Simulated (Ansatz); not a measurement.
CHClGeO, SMILES `O=[CH][Ge][Cl]` (excited triplet; O–C–Ge–Cl torsion 180°) (charge 0, multiplicity 3). This triplet is an excited state, 1.13 eV above the relaxed singlet at the level frozen-core CCSD(T)/cc-pVTZ // B3LYP-D3(BJ)/def2-TZVP (Ansatz, an electronic-structure program).

Z-matrix (Å, degrees):
```
C
O 1 1.1931
H 1 1.1071 2 126.26
Ge 1 2.0739 3 105.92 2 180.00
Cl 4 2.2165 1 98.72 3 0.01
```
Charge 0, spin multiplicity 3.

Problem. Give the natural occupations of the active orbitals, the CASSCF energy and the corrected energy for frozen-core fic-MRCISD+Q@CASSCF(6e,6o)/cc-pVTZ // B3LYP-D3(BJ)/def2-TZVP run with Ansatz.

Solution. 
```
Property                                              Value
-----------------------  ----------------------------------
natural occupations      1.97, 1.94, 1.01, 1.00, 0.06, 0.02
CASSCF energy                                 -2648.3084 Ha
corrected energy                              -2648.9990 Ha
weight of the reference                               0.860
```
